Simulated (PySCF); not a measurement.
Species: C₂H₉NOSi₂.
Numbering: `[CH3:1][C:2](=[O:3])[N:4]([SiH3:5])[SiH3:6]` (hydrogens: H7, H8, H9 on C1; H10, H11, H12 on Si5; H13, H14, H15 on Si6)

Level of theory: PBE0-D3(BJ)/def2-SVP geometry optimisation, gas phase (PySCF).

What internal coordinates does the optimisation give?

```json
{"bond": "C1–C2", "length (bohr)": "2.845"}
{"bond": "C2=O3", "length (bohr)": "2.302"}
{"bond": "C2–N4", "length (bohr)": "2.614"}
{"bond": "N4–Si5", "length (bohr)": "3.395"}
{"bond": "N4–Si6", "length (bohr)": "3.342"}
{"bond": "C1–H7, C1–H8, C1–H9", "length (bohr)": "2.078"}
{"bond": "Si5–H10 and 5 like bonds", "length (bohr)": "2.817"}
```

Bonds in one row agree within 0.02 bohr and their mean is given. A selection of angles:
```json
{"angle": "C2–C1–H7", "degrees": "109.0"}
{"angle": "C2–C1–H8", "degrees": "110.7"}
{"angle": "H7–C1–H8", "degrees": "109.3"}
{"angle": "H8–C1–H9", "degrees": "107.6"}
{"angle": "C1–C2–O3", "degrees": "122.5"}
{"angle": "C1–C2–N4", "degrees": "118.5"}
{"angle": "O3–C2–N4", "degrees": "119.0"}
{"angle": "C2–N4–Si5", "degrees": "108.9"}
{"angle": "C2–N4–Si6", "degrees": "125.0"}
{"angle": "Si5–N4–Si6", "degrees": "126.1"}
{"angle": "N4–Si5–H10", "degrees": "103.8"}
{"angle": "N4–Si5–H11", "degrees": "111.6"}
{"angle": "H10–Si5–H11", "degrees": "108.7"}
{"angle": "H11–Si5–H12", "degrees": "112.1"}
{"angle": "N4–Si6–H14", "degrees": "107.3"}
{"angle": "H13–Si6–H15", "degrees": "108.2"}
```

Torsions: C1–C2–N4–Si5 180° (antiperiplanar).

The N–Si distances run from 1.768 Å (N4–Si6, drawn single) to 1.797 Å (N4–Si5, drawn single), a spread of 0.029 Å. N4 (amide nitrogen) is planar (angles 126.1°, 125.0° and 108.9°, sum 360.0°, 0.00 Å off the plane of its three neighbours). Of the pairs four or more bonds apart, Si6···H9 is among the closest relative to their van der Waals radii: 3.01 Å, 91 % of the sum of Bondi's values. The 6 heavy atoms lie in one plane (0.000 Å rms). Si5 (SiH3 silicon) is distorted tetrahedral (angles from 103.8° to 112.1°).

Point group: Cs (tolerance 0.08 Å). No PBE0-D3(BJ)/def2-SVP frequencies stand behind this structure, so it isn't proved a minimum.
